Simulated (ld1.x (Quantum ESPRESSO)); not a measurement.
**rhodium: one change to a PAW potential, before and after**

| Item | Value |
| --- | --- |
| Element | rhodium (Rh) |
| Generator | ld1.x (Quantum ESPRESSO) 7.5 |
| Type | PAW |
| Functional | PBEsol |
| Relativity | scalar-relativistic |
| Frozen core | [Kr] |
| Valence charge | 9 |
| Reference configuration | 4d9 5s0 5p0 |
| Partial waves | 5s (bound, empty): rcut 2.40, rcutus 3.05 bohr; 5s channel at 1.15 Ry: rcut 2.40, rcutus 3.05 bohr; 5p (bound, empty): rcut 3.30, rcutus 3.65 bohr; 5p channel at 0.35 Ry: rcut 3.30, rcutus 3.65 bohr; 4d (bound): rcut 1.85, rcutus 2.15 bohr; 4d channel at 1.3 Ry: rcut 1.85, rcutus 2.15 bohr |
| Local potential | all-electron potential smoothed inside 1.90 bohr (lloc = -1) |
| Core correction | Bessel-smoothed model core inside 2.05 bohr |
| Augmentation charge | BESSEL, radius 2.00 bohr |

Change: all radii but the core radius scaled by about 1.18 (s 3.60, p 4.32, d 2.54 bohr, rcut 2.84/3.90/2.18); local potential all-electron potential smoothed inside 2.24 bohr (lloc = -1); augmentation BESSEL, radius 2.36 bohr.

Cutoffs: the cutoffs (Ry, on a coarse ladder) from which the occupation-weighted sum of valence levels, in a spherical-Bessel basis at the reference potential, stays within 10 and 1 mRy of its value at 400 Ry; they do not see the model core or the augmentation charge, which bear on the density cutoff. Errors are all-electron minus pseudo energies relative to the spin-unpolarised reference configuration.

**Question.** How do hardness, ghosts and transferability respond?

**Answer.** The potential gets softer (21 Ry and 40 Ry → 15 Ry and 25 Ry); the bound ghost in s disappears; of the 7 tests that both files solve, the error grows in 1 and shrinks in 3 by more than 15 % and 0.3 meV (median size 147.1 → 61.5 meV). A larger radius leaves more room for a smooth pseudo-wave, so fewer plane waves are needed.

```tsv
quantity	base	changed
cutoff, loose	21 Ry	15 Ry
cutoff, tight	40 Ry	25 Ry
bound ghosts	s	none
error for 4d8 5s1 5p0, meV [ΔE 0.91 eV]	-26	-19
error for 4d8 5s0 5p0, meV [ΔE 8.37 eV]	-18	-17
error for 4d7 5s0 5p0, meV [ΔE 27.88 eV]	-157	-163
error for 4d7 5s2 5p0, meV [ΔE 3.37 eV]	-168	-61
error for 4d8 5s0 5p1, meV [ΔE 4.58 eV]	-17	-17
error for 4d7 5s1 5p0, meV [ΔE 12.06 eV]	-147	-112
error for 4d5 5s0 5p0, meV [ΔE 107.30 eV]	-1596	-1894
lowest overlap eigenvalue by channel	s 0.30, p 0.45, d 0.27	s 0.47, p 0.53, d 0.89
```

Base: These tests converged, but a pseudo level misses the all-electron one widely, so the file describes the atom poorly there or has found another state: 4d5 5s0 5p0: empty 5p by 8.7 eV (a node warning on the way). Changed file: These tests converged, but a pseudo level misses the all-electron one widely, so the file describes the atom poorly there or has found another state: 4d5 5s0 5p0: empty 5s by 4.3 eV (a node warning on the way). A true bound ghost makes a file unfit for plane-wave use even where its test errors are small: the radial tests pick states by their node count and pass the ghost by.
